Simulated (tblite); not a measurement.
Species: C₆H₁₀BBrO.
SMILES with atom numbers: `[CH3:1][CH2:2][O:3][C:4]1=[C:5]([BH:6][Br:7])[CH2:8][CH2:9]1` (hydrogens: H10, H11, H12 on C1; H13, H14 on C2; H15 on B6; H16, H17 on C8; H18, H19 on C9)

Computed with GFN2-xTB (tblite), gas phase: L-BFGS steps from a force-field or distance-geometry start until the largest atomic force falls under 0.01 eV/Å.

Step 61: E = -743.7777 eV
```
atom  x, y, z in Å  |  force x, y, z in eV/Å
C1      2.8471    0.7891    0.2894    0.034   0.044   0.082
C2      1.8508   -0.1427   -0.3812    0.013   0.021   0.034
O3      0.9233   -0.6066    0.6006   -0.028  -0.097  -0.035
C4     -0.3738   -0.5003    0.3747    0.017   0.068  -0.095
C5     -1.2064    0.0666   -0.5527   -0.126   0.010  -0.077
B6     -1.1444    1.0734   -1.6666    0.046  -0.046  -0.022
Br7    -2.7185    1.4649   -2.6275   -0.035   0.007   0.007
C8     -2.4201   -0.6052    0.0855   -0.090   0.012   0.072
C9     -1.4606   -1.1793    1.1467    0.095  -0.021   0.022
H10     3.7410    0.9011   -0.3189   -0.080   0.025  -0.005
H11     2.4106    1.7698    0.4765    0.005  -0.088  -0.062
H12     3.1201    0.3513    1.2453    0.121   0.018   0.046
H13     1.3213    0.3494   -1.1960    0.043  -0.028  -0.013
H14     2.3594   -1.0334   -0.7727    0.008   0.036   0.058
H15    -0.1789    1.6715   -1.9668   -0.014   0.036  -0.053
H16    -3.1740    0.0789    0.4644   -0.080   0.058   0.043
H17    -2.9098   -1.3716   -0.5122    0.041   0.061  -0.125
H18    -1.3805   -2.2628    1.1635   -0.010  -0.082   0.093
H19    -1.6163   -0.8046    2.1556    0.041  -0.035   0.030
```

Step 62: E = -743.7815 eV
```
atom  x, y, z in Å  |  force x, y, z in eV/Å
C1      2.8512    0.7913    0.2917   -0.012  -0.096   0.070
C2      1.8583   -0.1477   -0.3744   -0.020  -0.013   0.086
O3      0.9263   -0.6076    0.6067   -0.034  -0.071  -0.020
C4     -0.3704   -0.4980    0.3775    0.038  -0.006  -0.146
C5     -1.1994    0.0664   -0.5541   -0.081   0.067  -0.077
B6     -1.1477    1.0729   -1.6675   -0.004  -0.009  -0.079
Br7    -2.7522    1.4443   -2.5922    0.001   0.024  -0.007
C8     -2.4176   -0.6003    0.0808   -0.043   0.063   0.012
C9     -1.4614   -1.1796    1.1407    0.084  -0.027   0.016
H10     3.7377    0.9105   -0.3202    0.001   0.045  -0.077
H11     2.4096    1.7615    0.4879   -0.068   0.081  -0.054
H12     3.1353    0.3535    1.2416    0.138  -0.027   0.120
H13     1.3274    0.3333   -1.1947    0.057  -0.015  -0.036
H14     2.3711   -1.0433   -0.7479    0.010   0.048   0.013
H15    -0.1972    1.6828   -1.9952   -0.024  -0.011  -0.012
H16    -3.1663    0.0905    0.4546   -0.103   0.071   0.084
H17    -2.9123   -1.3534   -0.5282    0.044   0.006  -0.096
H18    -1.3891   -2.2632    1.1526    0.015  -0.089   0.103
H19    -1.6131   -0.8045    2.1479    0.000  -0.040   0.100
```

Step 63: E = -743.7854 eV
```
atom  x, y, z in Å  |  force x, y, z in eV/Å
C1      2.8460    0.7936    0.2941    0.016  -0.038   0.085
C2      1.8582   -0.1476   -0.3767   -0.028  -0.031   0.091
O3      0.9270   -0.6187    0.6007   -0.023  -0.039  -0.032
C4     -0.3693   -0.5018    0.3748    0.011  -0.066  -0.121
C5     -1.1995    0.0635   -0.5550   -0.045   0.082  -0.046
B6     -1.1397    1.0674   -1.6701   -0.046   0.007  -0.095
Br7    -2.7458    1.4469   -2.5909    0.005   0.026  -0.011
C8     -2.4191   -0.5976    0.0849   -0.015   0.073  -0.028
C9     -1.4601   -1.1807    1.1424    0.045  -0.015   0.002
H10     3.7283    0.9286   -0.3258   -0.076   0.036  -0.007
H11     2.3939    1.7602    0.5035   -0.013  -0.022  -0.067
H12     3.1410    0.3460    1.2391    0.119   0.022   0.041
H13     1.3241    0.3328   -1.1959    0.077  -0.022  -0.020
H14     2.3760   -1.0398   -0.7514    0.014   0.053   0.002
H15    -0.1880    1.6731   -2.0040   -0.032  -0.027   0.002
H16    -3.1640    0.0983    0.4593   -0.085   0.042   0.079
H17    -2.9161   -1.3471   -0.5284    0.046   0.017  -0.051
H18    -1.3956   -2.2657    1.1575    0.027  -0.051   0.093
H19    -1.6072   -0.8021    2.1496    0.002  -0.047   0.084
```

**Question.** Estimate the geometry and energy of step 64. (The exact step hangs on the optimiser's Hessian estimate; all steps are aligned on step 63, rigid shifts and turns removed.)

**Answer.** E = -743.7911 eV, largest force 0.155 eV/Å
```
atom  x, y, z in Å  |  force x, y, z in eV/Å
C1      2.8446    0.7946    0.2991    0.025   0.005   0.051
C2      1.8575   -0.1460   -0.3746   -0.014  -0.057   0.060
O3      0.9237   -0.6254    0.5947   -0.013  -0.002  -0.033
C4     -0.3711   -0.5035    0.3671   -0.055  -0.135  -0.052
C5     -1.2069    0.0647   -0.5566    0.045   0.074   0.031
B6     -1.1358    1.0646   -1.6743   -0.089   0.028  -0.093
Br7    -2.7392    1.4571   -2.5918   -0.029   0.032  -0.034
C8     -2.4241   -0.5969    0.0893    0.030   0.059  -0.060
C9     -1.4567   -1.1837    1.1427   -0.059   0.017  -0.016
H10     3.7194    0.9386   -0.3329   -0.108   0.022   0.050
H11     2.3878    1.7603    0.5113    0.017  -0.077  -0.036
H12     3.1531    0.3419    1.2401    0.076   0.072  -0.038
H13     1.3244    0.3307   -1.1983    0.107  -0.014   0.022
H14     2.3794   -1.0359   -0.7465    0.032   0.029  -0.023
H15    -0.1827    1.6648   -2.0139   -0.018  -0.046   0.018
H16    -3.1709    0.0974    0.4689   -0.032  -0.016   0.045
H17    -2.9148   -1.3429   -0.5360    0.029   0.036   0.031
H18    -1.3997   -2.2709    1.1685    0.046   0.026   0.049
H19    -1.5979   -0.8002    2.1510    0.009  -0.051   0.028
```

The energy changes by -0.0057 eV. The first-order estimate −F·Δx gives -0.0088 eV and the mean of the old and new forces, exact on a quadratic surface, -0.0057 eV. The step makes an angle of 57° with the force vector and moves no atom by more than 0.015 Å.

The cost below is that of the whole relaxation. On one thread of an Arm Neoverse N1, on a shared host, this took 2.4 s.
